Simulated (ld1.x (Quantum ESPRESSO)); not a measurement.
**An all-electron radial function and its pseudo partner (silicon)**

Columns: radius, all-electron u(r) and pseudo u(r) of the 3s shell (level -28.66 eV) of silicon in the configuration [Ne] 3s2 3p0; LDA (PZ), scalar-relativistic, TM scheme, ld1.x (Quantum ESPRESSO) 7.5.

```json
{"r (bohr)": "0.100", "all-electron": "0.1410", "pseudo": "0.0282"}
{"r (bohr)": "0.200", "all-electron": "-0.1487", "pseudo": "0.0576"}
{"r (bohr)": "0.300", "all-electron": "-0.3420", "pseudo": "0.0896"}
{"r (bohr)": "0.400", "all-electron": "-0.3835", "pseudo": "0.1255"}
{"r (bohr)": "0.500", "all-electron": "-0.3151", "pseudo": "0.1669"}
{"r (bohr)": "0.600", "all-electron": "-0.1846", "pseudo": "0.2149"}
{"r (bohr)": "0.700", "all-electron": "-0.0273", "pseudo": "0.2707"}
{"r (bohr)": "0.800", "all-electron": "0.1335", "pseudo": "0.3344"}
{"r (bohr)": "0.900", "all-electron": "0.2841", "pseudo": "0.4051"}
{"r (bohr)": "1.000", "all-electron": "0.4170", "pseudo": "0.4805"}
{"r (bohr)": "1.100", "all-electron": "0.5289", "pseudo": "0.5565"}
{"r (bohr)": "1.200", "all-electron": "0.6191", "pseudo": "0.6279"}
{"r (bohr)": "1.300", "all-electron": "0.6882", "pseudo": "0.6896"}
{"r (bohr)": "1.400", "all-electron": "0.7380", "pseudo": "0.7376"}
{"r (bohr)": "1.500", "all-electron": "0.7703", "pseudo": "0.7700"}
{"r (bohr)": "1.600", "all-electron": "0.7875", "pseudo": "0.7874"}
{"r (bohr)": "1.700", "all-electron": "0.7916", "pseudo": "0.7916"}
{"r (bohr)": "1.800", "all-electron": "0.7850", "pseudo": "0.7850"}
{"r (bohr)": "1.900", "all-electron": "0.7694", "pseudo": "0.7694"}
{"r (bohr)": "2.000", "all-electron": "0.7468", "pseudo": "0.7468"}
{"r (bohr)": "2.100", "all-electron": "0.7188", "pseudo": "0.7188"}
{"r (bohr)": "2.200", "all-electron": "0.6867", "pseudo": "0.6867"}
{"r (bohr)": "2.300", "all-electron": "0.6519", "pseudo": "0.6519"}
{"r (bohr)": "2.400", "all-electron": "0.6152", "pseudo": "0.6152"}
{"r (bohr)": "2.500", "all-electron": "0.5777", "pseudo": "0.5777"}
{"r (bohr)": "2.600", "all-electron": "0.5399", "pseudo": "0.5399"}
```

Problem. How many radial nodes do the two functions have?

Solution. The all-electron 3s function has n − l − 1 = 2; the pseudo-wave has 0, since the states of the same l below it are removed with the core.

Problem. At about which radius was the pseudo-wave matched?

Solution. 1.75 bohr. The columns agree to 0.0005 from 1.40 bohr on; several derivatives are matched, so the curves merge somewhat inside the radius.

Problem. Where does each function peak?

Solution. Outermost all-electron maximum near 1.70 bohr, pseudo maximum near 1.70 bohr (to the table’s step).

Problem. Is the pseudo-wave norm-conserving?

Solution. Yes: the TM scheme keeps the norm inside the radius equal to the all-electron one, which fixes the energy derivative of the logarithmic derivative at the level.
